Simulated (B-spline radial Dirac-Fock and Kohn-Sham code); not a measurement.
**X-ray form factors of indium in several charge states**

Calculated with a radial B-spline solver, using Dirac-Fock orbitals of the configuration average with a finite nucleus.

Configurations: In²²⁺ [Ar] 3d9; In²⁴⁺ [Ar] 3d7; In²⁵⁺ [Ar] 3d6; In²⁷⁺ [Ar] 3d4. The first column is f₀ of In²²⁺, the others are differences from it.

```csv
s (Å⁻¹),In²²⁺,Δ In²⁴⁺,Δ In²⁵⁺,Δ In²⁷⁺
0,27.000,-2.000,-3.000,-5.000
0.05,26.960,-1.994,-2.992,-4.987
0.1,26.839,-1.977,-2.967,-4.947
0.15,26.639,-1.949,-2.926,-4.882
0.2,26.363,-1.910,-2.869,-4.792
0.25,26.015,-1.862,-2.798,-4.680
0.3,25.597,-1.804,-2.713,-4.545
0.35,25.116,-1.738,-2.617,-4.392
0.4,24.577,-1.665,-2.510,-4.221
0.45,23.986,-1.586,-2.394,-4.036
0.5,23.350,-1.502,-2.271,-3.838
0.6,21.968,-1.325,-2.009,-3.417
0.7,20.487,-1.142,-1.738,-2.980
0.8,18.960,-0.961,-1.471,-2.544
0.9,17.437,-0.790,-1.216,-2.125
1,15.957,-0.634,-0.982,-1.737
1.1,14.556,-0.495,-0.773,-1.388
1.2,13.255,-0.376,-0.593,-1.082
1.4,11.013,-0.195,-0.316,-0.604
1.6,9.265,-0.081,-0.137,-0.285
```
